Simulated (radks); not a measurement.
Neutral magnesium inside a hard spherical wall (all orbitals vanish at R), configuration held at [Ne] 3s2 and not refilled when levels cross. Calculated with a radial shooting solver on a logarithmic mesh with Libxc functionals: scalar-relativistic Kohn-Sham, LDA (Slater exchange, VWN5 correlation), spin-polarised, spherical densities, finite nucleus; Fermi nuclear charge, rms radius 3.057 fm. Eigenvalues in eV for spin up, with the zero of energy where the potential of the charges vanishes at infinity; a dash marks a level that is unbound or too diffuse for the functional's potential to be trusted. A positive occupied level is held by the wall or, in an anion where self-interaction has pushed it up, behind a barrier. The pressure on the wall is -dE/dV.

R (bohr)  E (hartree)  kinetic (hartree)    e(1s)    e(2s)    e(2p)   e(3s)  e(3p, empty)  e(4s, empty)  pressure (GPa)
free       -199.46027            199.447  -1253.4  -79.305  -46.734  -4.781        -1.372        -0.054               0
20         -199.46027            199.447  -1253.4  -79.305  -46.734  -4.781        -1.372         0.050        < 0.0001
15         -199.46027            199.447  -1253.4  -79.305  -46.734  -4.781        -1.368         0.289        < 0.0001
12         -199.46022            199.448  -1253.4  -79.298  -46.727  -4.776        -1.340         0.792        0.000890
8          -199.45591            199.480  -1253.1  -78.989  -46.419  -4.553        -0.837         4.011           0.175
7          -199.44736            199.530  -1252.7  -78.586  -46.018  -4.236        -0.282         6.526           0.664
6          -199.42259            199.647  -1251.8  -77.766  -45.201  -3.508         0.866        11.104            2.62
5          -199.35030            199.925  -1250.1  -76.198  -43.642  -1.803         3.323        20.020            11.1
3          -198.33560            202.779  -1240.0  -67.597  -35.055  15.770        24.689        88.335             388
1.5        -184.73574            236.283  -1171.6  -22.642   13.055  188.40        188.90        539.18           35800
